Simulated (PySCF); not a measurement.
## Correlation energy of Cr+ (chromium, charge +1)

[Ar] 3d4 4s1, high-spin 6D determinant (an excited configuration). All numbers are calculated (PySCF 2.14, the spin-free X2C one-electron Hamiltonian (Gaussian nucleus), in aug-cc-pVDZ-DK). Frozen: [Ar]; 5 electrons correlated.

```csv
level,correlation energy (mhartree)
CCSD,-50.10
(T),-0.46
CCSD(T),-50.56
```

Diagnostics: T1 = 0.0080, D1 = 0.0130, largest double amplitude 0.030.

Question: Is a single reference adequate?

Answer: Yes: T1 lies below 0.03 and no double amplitude reaches 0.07.
